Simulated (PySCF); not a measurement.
**Ionising PbBr**

r²SCAN; PySCF, scalar-relativistic core potentials, basis sets Pb cc-pVDZ-PP with ECP60, Br cc-pVDZ-PP with ECP10. Neutral (UKS): doublet (π ↑), Re = 2.635 Å, ωe = 210 cm⁻¹, De = 3.42 eV, HOMO -4.21 eV, LUMO -3.75 eV.

PbBr⁺ (UKS): singlet (closed shell), Re = 2.516 Å, ωe = 257 cm⁻¹. The energies at the minima are -609.71644 hartree for PbBr and -609.46423 for PbBr⁺.

Task: Work out the adiabatic ionisation energy, without and with harmonic zero-point energies (1 hartree = 27.2114 eV, 1 eV = 8065.5 cm⁻¹), and the change of the bond length.

Result: At r²SCAN: 0.25221 hartree = 6.863 eV between the minima; the zero-point term (257.0 − 210.0)/2 cm⁻¹ = +0.003 eV makes it 6.866 eV. Re changes by -11.9 pm against the neutral. The electron leaves a π orbital; in so polar a molecule the change of length follows mostly from the change of the ionic charges.

Spin–orbit coupling is left out, which matters for elements this heavy, above all for dissociation energies. States were picked by a PBE0 search and need not be the measured ground states.
